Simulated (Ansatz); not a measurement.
Gas-phase electronic energies from Ansatz, PBE0-D4/def2-TZVP geometries. CBS: MP2 limit from def2 TZ/QZ plus the TZ coupled-cluster correction, frozen cores. DFT in def2-TZVPP. B3LYP here is the variant with VWN-RPA as its local correlation; programs differ in this. def2 core potentials past Kr. For Y outer-core shells are correlated without core-valence functions, which leaves a few kJ/mol of doubt a bond. Each species was taken in one conformer, which may not be the lowest.

`C[O][Y]([OH])[OH]` + `CN[SiH](O)O` → `CN(C)[SiH](O)O` + `[OH][Y]([OH])[OH]`  (substitution at a C–O bond)

`C[O][Y]([OH])[OH]`:

```xyz
10

C    -0.565   -0.612   -2.056
O    -0.225   -0.231   -0.770
Y     0.301    0.328    1.106
O    -1.132    0.530    2.529
O     2.254    0.679    1.532
H     0.322   -0.712   -2.697
H    -1.233    0.121   -2.528
H    -1.088   -1.579   -2.063
H    -1.800    0.627    3.200
H     3.166    0.848    1.747
```

`CN[SiH](O)O`:

```xyz
12

C    -0.782    1.085    1.068
N    -0.837    0.400   -0.206
Si    0.286   -0.746   -0.755
O     1.805   -0.126   -0.912
O     0.494   -1.973    0.312
H    -1.418    0.620    1.829
H     0.242    1.070    1.447
H    -1.076    2.135    0.969
H    -1.742    0.415   -0.648
H    -0.249   -1.230   -2.051
H     1.890    0.665   -1.446
H     1.387   -2.313    0.394
```

`CN(C)[SiH](O)O`:

```xyz
15

C    -1.480   -0.396   -0.709
N    -0.255    0.200   -0.232
C    -0.010    1.517   -0.769
Si    0.972   -0.672    0.565
O     0.179   -1.884    1.342
O     1.822    0.326    1.552
H    -1.622   -1.381   -0.265
H    -2.343    0.225   -0.436
H    -1.484   -0.502   -1.803
H     0.045    1.508   -1.867
H    -0.812    2.211   -0.486
H     0.931    1.920   -0.389
H     2.039   -1.257   -0.285
H     0.707   -2.643    1.592
H     1.311    0.828    2.191
```

`[OH][Y]([OH])[OH]`:

```xyz
7

O    -1.596    0.653   -1.067
Y     0.000    0.000    0.000
O     1.805    0.898   -0.222
O    -0.209   -1.552    1.289
H    -2.346    0.959   -1.567
H     2.651    1.321   -0.327
H    -0.305   -2.280    1.894
```

```csv
level,ΔE (eV)
r2SCAN-D4,-0.24
PBE,-0.20
r2SCAN,-0.23
B3LYP,-0.15
SCS-MP2/def2-TZVPP,-0.26
HF/def2-QZVPP,-0.09
HF/CBS(def2),-0.09
CCSD/CBS(def2),-0.26
```

(1) What does CCSD(T)/CBS give? (An estimate is asked.)

Largest T1 diagnostic among the species: 0.014.

Answers

(1) The calculation gave: -0.28 eV. The listed levels differ from it by 0.04, 0.08, 0.05, 0.13, 0.02, 0.19, 0.19, 0.02 eV.

The D4 term adds −0.07 eV with B3LYP and −0.04 eV with PBE0; it sums over pairs of atoms, weighted by their polarisabilities, and B3LYP, whose exchange is more repulsive, gets the larger term. In def2-TZVPP, CCSD(T) changes the Hartree–Fock value by −0.16 eV (the triples alone add −0.02 eV) and MP2 by −0.21 eV.
